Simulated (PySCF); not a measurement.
Pb(H)(SH) (H2PbS), SMILES [SH][PbH] (connectivity only; charge and spin as stated), neutral, multiplicity 1.

Coordinates come from a PBE0-D3(BJ)/def2-TZVP optimisation. The def2 effective core potentials stand for the cores of Pb; spin–orbit coupling is left out.

The numbers are results of TDDFT-CAM-B3LYP/def2-TZVPD run with PySCF, not measurements.

Vertical excitations. Gas-phase values at a fixed geometry. State labels are in the subgroup Cs.

```tsv
state	symmetry	energy (eV)	λ (nm)	f	main pairs
S1	A"	2.99	414	0.008	HOMO→LUMO 98 %
S2	A'	4.06	305	0.024	HOMO−1→LUMO 91 %
S3	A"	4.09	303	0.001	HOMO−2→LUMO 98 %
S4	A'	5.41	229	0.140	HOMO→LUMO+1 83 %
S5	A"	5.57	223	0.021	HOMO−1→LUMO+1 94 %
S6	A'	5.85	212	0.122	HOMO→LUMO+2 90 %
S7	A"	6.04	205	0.023	HOMO−1→LUMO+2 74 %, HOMO−1→LUMO+8 18 %
S8	A'	6.75	184	0.274	HOMO−2→LUMO+1 43 %, HOMO−2→LUMO+2 17 %, HOMO→LUMO+4 10 %, HOMO→LUMO+6 8 %
S9	A'	6.96	178	0.181	HOMO→LUMO+3 55 %, HOMO−2→LUMO+2 18 %
S10	A"	7.05	176	0.001	HOMO−1→LUMO+3 48 %, HOMO−1→LUMO+4 22 %, HOMO−1→LUMO+8 16 %
T1	A"	2.39	518	0	HOMO→LUMO 97 %
T2	A'	3.25	381	0	HOMO−1→LUMO 98 %
T3	A"	3.78	328	0	HOMO−2→LUMO 97 %
T4	A'	4.59	270	0	HOMO→LUMO+1 89 %
```
Triplets are in the Tamm–Dancoff approximation, which puts them higher than full response would, so one can lie above its singlet here.
